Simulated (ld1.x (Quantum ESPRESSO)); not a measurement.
# Scattering properties, PAW potential for Hf

ld1.x (Quantum ESPRESSO) 7.5 input, shortened:

```
&input
   title='Hf', zed=72., rel=1, dft='PBE', iswitch=3,
   config='[Xe] 4f14 5d2 6s2 6p0'
 /
 &inputp
   pseudotype=3, lpaw=.true., tm=.true., lloc=-2, rcloc=1.70,
   nlcc=.true., rcore=1.40,
   which_augfun='PSQ', rmatch_augfun_nc=.true.
 /
6
5S  1  0   2.00   0.00  2.15  2.30  0.0
6S  2  0   2.00   0.00  2.15  2.30  0.0
5P  2  1   6.00   0.00  1.75  1.95  0.0
6P  3  1   0.00   0.00  1.75  1.95  0.0
5D  3  2   2.00   0.00  1.35  1.85  0.0
5D  3  2   0.00   4.10  1.35  1.85  0.0
 &test
   configts(1)='5s2 5p6 5d2 6s2 6p0'
 /
```

The phase is arctan(r·u′/u) with u = r·R(r), unwrapped; energies in Ry, scanned from -7 to 5 Ry. A pole is an energy at which the radial function vanishes at the test radius. The pseudo phase is shifted by a multiple of π to meet the all-electron one at the reference energy, and phase errors are pseudo minus all-electron; the curves can meet again beyond the range given. Levels narrower than the energy grid can be missing from the lists of poles.

For each channel, where are the poles, and over which energies does the pseudopotential scatter like the atom?

```json
{"channel": "s", "radius (bohr)": "2.50", "reference energy (Ry)": "-0.38", "poles, all-electron": "-4.86, 3.39", "poles, pseudo": "-4.86, 3.21", "unbroken range about the reference energy with phases within 0.05 rad": "below 4.8", "phase error 1 Ry above the reference energy (rad)": "-0.003"}
{"channel": "p", "radius (bohr)": "2.50", "reference energy (Ry)": "-0.10", "poles, all-electron": "-2.40", "poles, pseudo": "-2.40, 4.71", "unbroken range about the reference energy with phases within 0.05 rad": "the whole range", "phase error 1 Ry above the reference energy (rad)": "-0.004"}
{"channel": "d", "radius (bohr)": "2.50", "reference energy (Ry)": "-0.20", "poles, all-electron": "0.83", "poles, pseudo": "0.83", "unbroken range about the reference energy with phases within 0.05 rad": "the whole range", "phase error 1 Ry above the reference energy (rad)": "-0.000"}
```

Phases in the d channel:

```tsv
E (Ry)	all-electron	pseudo
-7.00	1.417	1.417
-6.74	1.414	1.414
-6.48	1.410	1.410
-6.22	1.407	1.407
-5.96	1.403	1.403
-5.70	1.399	1.399
-5.44	1.395	1.395
-5.18	1.390	1.390
-4.92	1.385	1.385
-4.66	1.379	1.379
-4.40	1.373	1.373
-4.14	1.366	1.366
-3.88	1.358	1.358
-3.62	1.350	1.350
-3.36	1.340	1.340
-3.10	1.329	1.329
-2.84	1.315	1.315
-2.58	1.300	1.299
-2.32	1.280	1.280
-2.06	1.256	1.256
-1.80	1.225	1.224
-1.54	1.181	1.181
-1.28	1.118	1.118
-1.02	1.015	1.014
-0.76	0.818	0.817
-0.50	0.359	0.359
-0.24	-0.516	-0.516
0.02	-1.107	-1.107
0.28	-1.357	-1.357
0.54	-1.484	-1.484
0.80	-1.563	-1.563
1.06	-1.619	-1.619
1.32	-1.665	-1.665
1.58	-1.706	-1.706
1.84	-1.745	-1.745
2.10	-1.786	-1.787
2.36	-1.833	-1.833
2.62	-1.889	-1.890
2.88	-1.962	-1.963
3.14	-2.065	-2.065
3.40	-2.221	-2.221
3.66	-2.480	-2.480
3.92	-2.909	-2.909
4.18	-3.455	-3.455
4.44	-3.883	-3.883
4.70	-4.139	-4.139
4.96	-4.292	-4.293
```
